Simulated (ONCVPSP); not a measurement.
# iron (Fe): excitation energies, all-electron against ONCV

ONCVPSP 4.0.1 input, shortened (lines: element, Z, core and valence counts, functional; n l f; lmax; l rc ep ncon nbas qcut; lloc lpopt rc5 dvloc0; l nproj debl; icmod fcfact rcfact), LDA (Perdew-Wang 92), scalar-relativistic:

```
  Fe 26.00    3    4  -001012      upf
    1    0    2.00
    2    0    2.00
    2    1    6.00
    3    0    2.00
    3    1    6.00
    3    2    6.00
    4    0    2.00
    2
    0    1.25    0.00    4    8    7.80
    1    0.85    0.00    4    9   10.90
    2    1.35    0.00    4    7   13.80
    4    5    0.55    2.00
    0    3    2.70
    1    3    3.30
    2    2    2.90
    0    0.00    0.00
```

Energies are relative to the spin-unpolarised reference configuration 3s2 3p6 3d6 4s2; without spin polarisation the order of configurations can differ from experiment.

Q: Give the all-electron excitation energy and the error of the potential for: 3s2 3p6 3d6 4s1; 3s2 3p6 3d6 4s0; 3s2 3p6 3d5 4s0; 3s2 3p5 3d6 4s2.

A:

| valence configuration | charge | ΔE all-electron (eV) | error AE − PS (meV) |
| --- | --- | --- | --- |
| 3s2 3p6 3d6 4s1 | +1 | 8.974 | 0.0 |
| 3s2 3p6 3d6 4s0 | +2 | 25.459 | +1.9 |
| 3s2 3p6 3d5 4s0 | +3 | 59.993 | +1.3 |
| 3s2 3p5 3d6 4s2 | +1 | 67.589 | -22 |

Levels in the configuration 3s2 3p6 3d6 4s1:

```tsv
level	all-electron (eV)	pseudo (eV)
3s	-102.120	-102.118
3p	-68.545	-68.544
3d	-16.274	-16.279
4s	-12.627	-12.625
```
